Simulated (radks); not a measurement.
Question: The mean radii <r> (bohr) of the occupied orbitals of an atom or ion are listed with their occupations. All-electron calculation, scalar-relativistic Kohn-Sham, XLYP, spin-polarised, spherical densities, point nucleus. Program: a radial shooting solver on a logarithmic mesh with Libxc functionals.

orbital  occ.      <r>
1s up       1  0.02150
1s down     1  0.02150
2s up       1  0.09149
2s down     1  0.09148
2p up       3  0.08088
2p down     3  0.08087
3s up       1   0.2394
3s down     1   0.2392
3p up       3   0.2382
3p down     3   0.2379
3d up       5   0.2166
3d down     5   0.2163
4s up       1   0.5397
4s down     1   0.5399
4p up       3   0.5706
4p down     3   0.5709
4d up       5   0.6157
4d down     5   0.6163
5s up       1    1.201
5s down     1    1.214
5p up       2    1.326
4f up       7   0.7342

Name the element and its charge. Open shells, if any, are filled with parallel spins first.

Answer: Z = 65, terbium, charge +8: Tb8+ in [Kr] 4d10 4f7 5s2 5p2. The 1s radius gives Z: for a bare nucleus <r> = (2 gamma + 1)/(2Z) with gamma = sqrt(1 - (Z/c)^2), 0.02124 bohr for Z = 65, and screening makes it slightly larger (0.02150 here). The occupations add up to 57, and the charge is Z minus that.
